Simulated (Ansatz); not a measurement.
An input meant for PbH4 (H4Pb) (charge 0, singlet; scaled by 0.96).

```yaml
crystal:
  periodic: [false, false, false]
  atoms:
    - {symbol: Pb, position_ang: [-0.000127, 0.000106, 0.000105]}
    - {symbol: H, position_ang: [0.019937, -0.033561, 3.172330]}
    - {symbol: H, position_ang: [2.984189, 0.019476, -1.076003]}
    - {symbol: H, position_ang: [-1.509258, 2.597104, -1.020913]}
    - {symbol: H, position_ang: [-1.494742, -2.583125, -1.075537]}
basis:
  gaussian: {orbitals: def2-SVPD}
hamiltonian: {xc: {name: wPBEh}}
output: {forces: true}
```

```sh
$ ansatz run in.yaml --threads 4 --pin off --events-out ev --progress --plain --max-ram 3916MiB
```

Shortened log:

```
Functional definition: wPBEh
737 factors; integrals over basis functions are off by at most 1.7e-4 eV
112 factors; integrals over basis functions are off by at most 2.0e-6 eV
mean field evaluation 1: about -5299.2779 eV, gradient 1.5e1 eV
mean field evaluation 2: about -5276.7890 eV, gradient 6.0e1 eV
mean field evaluation 4: about -5301.1945 eV, gradient 1.7e0 eV
mean field evaluation 8: about -5301.2143 eV, gradient 5.6e-1 eV
mean field evaluation 16: about -5301.2169 eV, gradient 1.2e-4 eV
mean field evaluation 32: about -5300.1190 eV, gradient 5.6e0 eV
mean field -5301.21689018 eV, -194.8161274203 hartree, gradient 5.9e-6 eV, S^2 0.000000; 3 other end points of the search recorded, 0 dependent functions left out
reference -5301.21693785 eV, -194.8161291719 hartree; 13, 13 occupied and 51, 51 virtual orbitals, 737 factors
Total energy: -5301.21693785 eV, -194.8161291719 hartree
Atom 0 at    -0.000127     0.000106     0.000105 Å, force     0.000272    -0.000395    -0.000390 eV/Å
Atom 1 at     0.019937    -0.033561     3.172330 Å, force    -0.008276     0.013853    -1.302014 eV/Å
Atom 2 at     2.984189     0.019476    -1.076003 Å, force    -1.224889    -0.007911     0.441700 eV/Å
Atom 3 at    -1.509258     2.597104    -1.020913 Å, force     0.619418    -1.065948     0.419133 eV/Å
Atom 4 at    -1.494742    -2.583125    -1.075537 Å, force     0.613475     1.060401     0.441571 eV/Å
Dipole moment:    -0.000091     0.000094     0.000095 e Å
```

In this input the coordinates are in bohr but typed as ångström. The run converged. The result belongs to that input, not to the species as meant.

In the def2 sets Pb takes a core potential; there is no spin–orbit coupling.
